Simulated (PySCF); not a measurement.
## Computed properties of SeF₄, SMILES F[Se](F)(F)F

SeF4, SMILES F[Se](F)(F)F. Geometry: TPSSh-D3(BJ)/def2-SVP. The isomer is the one that the SMILES or the coordinates give; other isomers of the formula were not compared. The values are those of a single conformer. All values are computed for the isolated molecule unless a solvent is named; none is compared with measurement here.

**Structure.** The optimised structure has C2v symmetry. All 9 harmonic modes at TPSSh-D3(BJ)/def2-SVP (PySCF) are real, so it is a minimum. With heavy atoms numbered as in [Se:1]([F:2])([F:3])([F:4])[F:5], the shortest bond between them is Se1–F5 at 1.725 Å and the longest Se1–F4 at 1.790 Å.

**Vibrations.** The strongest infrared lines (harmonic, unscaled, degenerate partners summed) lie at 670 cm⁻¹ (278 km/mol, F 66 %, Se 34 %), 710 cm⁻¹ (89 km/mol, F 78 %, Se 22 %), 723 cm⁻¹ (51 km/mol, F 81 %, Se 19 %). The softest mode is at 157 cm⁻¹ and the zero-point energy is 5.9 kcal/mol.

**Electronic structure.** M06-2X/def2-TZVP (PySCF) places the frontier levels at -11.93 and -2.02 eV, a gap of 9.91 eV, and gives a dipole moment of 1.98 D and a mean polarisability of 28.9 bohr³. PBE/def2-TZVP (PySCF) at the same geometry gives -8.73 and -3.80 eV, so its gap is 4.98 eV narrower. An orbital gap is neither the optical nor the fundamental gap.

**Excitations.** TDDFT-ωB97X/def2-SVPD (PySCF) has S1 at 6.25 eV (199 nm, f = 0.042, weak); the most intense of the 10 singlets computed lies at 7.40 eV (f = 0.05). T1 (TDA) is at 4.92 eV. TDDFT-PBE/def2-SVPD (PySCF) puts S1 at 5.46 eV. No vertical singlet excitation falls in the visible range (under 3.1 eV).

**NMR.** GIAO shifts at B3LYP/pcSseg-1 (PySCF) (non-relativistic, atoms alike by connectivity averaged): ¹⁹F at 80.7 ppm against CFCl3.
